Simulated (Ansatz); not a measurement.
Cost and result for the atomization energy of `CB(C)N` (12 atoms, 11 bonds).

Z-matrix (Å, degrees):
```
C
B 1 1.578
H 1 1.094 2 114.2
H 1 1.095 2 110.6 3 121.7
H 1 1.095 2 110.6 3 -121.7
C 2 1.578 1 120.8 3 -180.0
N 2 1.398 1 119.6 3 0.0
H 6 1.095 2 110.6 1 -58.6
H 6 1.095 2 110.6 1 58.0
H 6 1.094 2 114.2 1 179.8
H 7 1.006 2 123.1 1 -180.0
H 7 1.006 2 123.1 1 0.0
```

Charge 0, multiplicity 1. The structure was optimised at the PBE0-D4/def2-TZVP level. It is one conformer, not always the lowest. Program: Ansatz. All runs use 2 threads of a server CPU on a shared host. Times are those of one run each, without the atoms' runs, and a repeat can differ threefold. Electronic energies, without spin–orbit coupling; frozen cores. CCSD(T)/CBS adds CCSD(T) − MP2 in def2-TZVPP to the MP2 limit, and its time is that of the two runs behind it. T1 = 0.010. B3LYP takes the VWN-RPA correlation (the form of Gaussian; ORCA's B3LYP/G). HSE06 is the plane-wave form, built on full-range PBE exchange.

CCSD(T)/CBS is a level of theory with its own doubt, some kJ/mol a heavy atom from the limit and from the frozen cores, so smaller differences don't rank the functionals.

```
                            level  functions  wall time  atomization (kcal/mol)  difference from CCSD(T)/CBS  per bond
               BLYP-D4/def2-TZVPP        236      3.1 s                  1113.1                          3.0       0.3
  PBE-D4/def2-TZVPP (with forces)        236        4 s                  1131.8                         21.7       2.0
              HSE06-D4/def2-TZVPP        236      4.3 s                  1119.0                          8.9       0.8
                 CCSD(T)/def2-SVP         96        5 s                  1062.4                        -47.7      -4.3
B3LYP-D4/def2-TZVPP (with forces)        236        7 s                  1118.5                          8.4       0.8
                B2PLYP/def2-TZVPP        236        7 s                  1105.5                         -4.6      -0.4
              PBE-QIDH/def2-TZVPP        236      7.5 s                  1108.5                         -1.6      -0.1
                B97M-V/def2-TZVPP        236      9.5 s                  1116.9                          6.8       0.6
               ωB97X-V/def2-TZVPP        236       10 s                  1114.4                          4.3       0.4
 ωB97M-V/def2-TZVPP (with forces)        236       13 s                  1118.0                          7.9       0.7
                   MP2/def2-QZVPP        468       28 s                  1109.6                         -0.5       0.0
               CCSD(T)/def2-TZVPP        236       93 s                  1085.5                        -24.6      -2.2
                CCSD(T)/CBS(def2)          –      2 min                  1110.1                          0.0       0.0
```

The D4 term adds +6.6 kcal/mol with B3LYP and +3.5 kcal/mol with PBE0; it sums over pairs of atoms, weighted by their polarisabilities, and B3LYP, whose exchange is more repulsive, gets the larger term. From r2SCAN to r2SCAN0 (25 % exact exchange), in def2-TZVPP and without D4, the atomization energy moves by −10.6 kcal/mol: exact exchange takes away binding that semilocal exchange gives to molecules. Leaving LDA and LC-ωPBE aside and taking each functional with its dispersion term where it has one, the values, not all of them listed here, spread over 38.1 kcal/mol, from BHLYP-D4 to PBE-D4. LDA lies +127.9 kcal/mol from PBE without D4, its usual overbinding.
